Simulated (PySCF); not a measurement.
Cd(Et) (C2H5Cd), SMILES [CH2]([Cd])C (connectivity only; charge and spin as stated), neutral, multiplicity 2. Atoms are numbered in the order given.

```xyz
8

Cd    -0.0427     0.7253     0.0000
C      0.7036    -1.4729     0.0000
C     -0.4358    -2.4596     0.0000
H      1.3262    -1.5098     0.8945
H      1.3262    -1.5098    -0.8945
H     -1.0734    -2.3523    -0.8809
H     -1.0734    -2.3523     0.8809
H     -0.0651    -3.4935     0.0000
```
Charge 0, spin multiplicity 2.

Coordinates come from a PBE0-D3(BJ)/def2-TZVP optimisation. The multiplicity is an assumed one; other spin states were not compared. The isomer is the one that the SMILES or the coordinates give; other isomers of the formula were not compared. The def2 effective core potentials stand for the cores of Cd; spin–orbit coupling is left out.

These are PBE/def2-TZVPD in PySCF values and carry that method's errors.

Isolated molecule, no solvent.

| Item | Result |
|---|---|
| total energy | -246.86398 hartree |
| point group | Cs |
| α spin, highest occupied and lowest empty level | -3.98 and -1.18 eV |
| β spin, highest occupied and lowest empty level | -6.12 and -2.98 eV |
| dipole moment | 0.70 D |
| quadrupole, principal values (traceless, Buckingham form, about the centre of nuclear charge) | -2.94, 1.13, 1.81 D·Å |
| mean static polarisability | 81.1 bohr³ (12.02 Å³) |
| polarisability, principal values | 65.3, 69.4, 108.5 bohr³ |
| ⟨S²⟩ | 0.755 (pure state 0.75) |
